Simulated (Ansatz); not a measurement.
Gas-phase electronic energies from Ansatz, PBE0-D4/def2-TZVP geometries. CCSD(T)/CBS adds triple-zeta CCSD(T) − MP2 to the extrapolated MP2 energy (def2 sets, frozen cores). This one scheme is used for every species. DFT in def2-TZVPP. B3LYP here is the variant with VWN-RPA as its local correlation; programs differ in this. HSE06 is defined as in plane-wave codes. def2 core potentials past Kr. For Mo outer-core shells are correlated without core-valence functions, which leaves a few kJ/mol of doubt a bond. Each species was taken in one conformer, which may not be the lowest.

Consider the ligand exchange at a Mo–O bond: `[NH]=[Mo](=[NH])([OH])[F]` + H–F → `[NH]=[Mo](=[NH])([F])[F]` + H₂O.

Is it downhill or uphill in electronic energy at CCSD(T)/CBS, and by how much? (Best estimate.)

Computed: Downhill: ΔE = -6.1 kcal/mol.

What do these levels give: B3LYP-D4, r2SCAN0-D4, HSE06-D4, CAM-B3LYP-D4, revPBE, CAM-B3LYP? (Estimate.)

Ansatz gave: B3LYP-D4 -7.2, r2SCAN0-D4 -7.1, HSE06-D4 -6.7, CAM-B3LYP-D4 -7.6, revPBE -8.3, CAM-B3LYP -8.1 kcal/mol.

Largest T1 diagnostic among the species: 0.022, so the coupled-cluster value is less sure than usual.

In def2-TZVPP, CCSD(T) changes the Hartree–Fock value by +2.4 kcal/mol (the triples alone add +0.4 kcal/mol) and MP2 by +3.1 kcal/mol. The D4 term adds +0.9 kcal/mol with B3LYP and +0.5 kcal/mol with PBE0; it sums over pairs of atoms, weighted by their polarisabilities, and B3LYP, whose exchange is more repulsive, gets the larger term. From BLYP to BHLYP (50 % exact exchange), in def2-TZVPP and without D4, ΔE moves by +0.8 kcal/mol.
